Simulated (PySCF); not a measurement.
Geometry (Å), atoms numbered from 1 in this order:
```xyz
12

Si    0.284   -0.105   -0.912
O     1.815   -0.655   -1.147
O    -0.627   -0.717   -2.143
O     0.349    1.537   -0.830
O    -0.403   -0.571    0.506
Si   -0.595    0.062    2.034
H     1.883   -1.519   -1.564
H    -1.567   -0.799   -1.956
H     0.957    1.973   -1.433
H     0.664    0.710    2.507
H    -1.701    1.064    2.043
H    -0.945   -1.063    2.946
```

Computational details: NMR shieldings at KT2/pcSseg-1/GIAO, geometry: PBE0-D3(BJ)/def2-SVP, in PySCF (in vacuum, one averaged value for each set of equivalent atoms, a single conformation, non-relativistic Hamiltonian).

δ = σ(ref) − σ, references computed at the same level: TMS for ¹H, ²⁹Si; ¹⁷O vs H2O.

| atoms | nucleus | count | δ (ppm) |
| --- | --- | --- | --- |
| O2/O3/O4 | ¹⁷O | 3 | ? |
| Si1 | ²⁹Si | 1 | ? |
| Si6 | ²⁹Si | 1 | -34.0 |
| O5 | ¹⁷O | 1 | 39.4 |
| H10/H11/H12 | ¹H | 3 | 5.10 |
| H7/H8/H9 | ¹H | 3 | 1.60 |

**Question.** Fill in the missing shifts.

**Answer.** 
- Si1: -66.6 ppm, silicon bonded to 4 O
- O2/O3/O4: 51.7 ppm, oxygen bonded to Si, H

The OH or NH signal is concentration- and solvent-dependent in practice; the value given is the gas-phase one. Experimental scales use liquid or dissolved standards, which lie at an offset from isolated H2O (liquid H2O: subtract about 36 ppm).
